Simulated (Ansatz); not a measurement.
Pulling on the Si2–Cl1 bond in Cl2H2Si (SMILES Cl[SiH2]Cl) (multiplicity 1 held, fragments rigid). Energies count from the point at 2.052 Å.
Geometry at that point (charge 0, multiplicity 1):
```xyz
5

Cl    -1.67607     0.43374    -0.00367
Si    -0.01147    -0.76596     0.02371
Cl     1.68829     0.38282    -0.02160
H     -0.01655    -1.54121     1.27269
H     -0.03073    -1.61676    -1.17494
```

Restricted levels (R-, RO-) in cc, def2 and unpolarised 6-31G sets keep to the state of the molecule at rest. U- levels take the lowest unrestricted solution at each point, which mixes spins at long bonds. Active spaces are followed from a long bond inwards. Curves can end on different states.

Correlated levels freeze the cores.

Codes used: Ansatz (a quantum-chemistry and plane-wave program) with Gaussian orbitals. Each number belongs to the level named beside it.

Energies in eV.

| R (Å) | R-SCS-MP2/cc-pV(D+d)Z | U-SCS-MP2/cc-pV(D+d)Z | FIC-MRCISD on CASSCF(6,4)/cc-pV(D+d)Z | FIC-MRCISD+Q on CASSCF(6,4)/cc-pV(D+d)Z |
|---|---|---|---|---|
| 1.642 | 3.29 | 3.29 | 3.28 | 3.30 |
| 1.847 | 0.59 | 0.59 | 0.59 | 0.60 |
| 2.052 | 0.00 | 0.00 | 0.00 | 0.00 |
| 2.257 | 0.29 | 0.29 | 0.28 | 0.28 |
| 2.462 | 0.92 | 0.92 | 0.89 | 0.89 |
| 2.770 | 1.98 | 1.98 | 1.90 | 1.91 |
| 3.078 | 2.95 | 3.35 | 2.79 | 2.80 |
| 3.591 | 4.21 | 4.24 | 3.78 | 3.81 |
| 4.104 | 5.04 | 4.44 | 4.19 | 4.23 |
| 4.720 | 5.55 | 4.49 | 4.32 | 4.36 |
| 5.541 | 5.63 | 4.50 | 4.34 | 4.39 |
| 6.567 | 5.20 | 4.51 | 4.34 | 4.39 |

Doubts at one or more of the structures used: a restricted determinant that unrestricted orbitals would lower (R-SCS-MP2/cc-pV(D+d)Z); a spin-contaminated determinant (U-SCS-MP2/cc-pV(D+d)Z); active orbitals that take no part (FIC-MRCISD on CASSCF(6,4)/cc-pV(D+d)Z, FIC-MRCISD+Q on CASSCF(6,4)/cc-pV(D+d)Z).
